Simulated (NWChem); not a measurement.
Species: CH4BBrO; SMILES CB(O)Br

Program: NWChem. All runs use the structure optimised with PBE0/def2-SVP. One conformer.

Diagonal of the polarisability tensor at CAM-B3LYP/def2-SVPD, static: 53.29, 61.82, 42.65 bohr³.

**Question.** Find the mean polarisability volume, the molar refraction, and the refractive index that an ideal gas of it would have at 273.15 K and 1 atm.

**Answer.** 
1. Mean: one third of the trace = 52.59 bohr³ × 0.14818 Å³/bohr³ = 7.79 Å³.
2. Molar refraction (Lorentz-Lorenz): (4π/3) N_A α = 19.7 cm³/mol.
3. Number density p/kT = 2.687 × 10⁻⁵ Å⁻³; n − 1 = 2π N α = 13.16 × 10⁻⁴.
4. These hold the electronic response alone: vibrational and orientational terms add to the static dielectric constant.
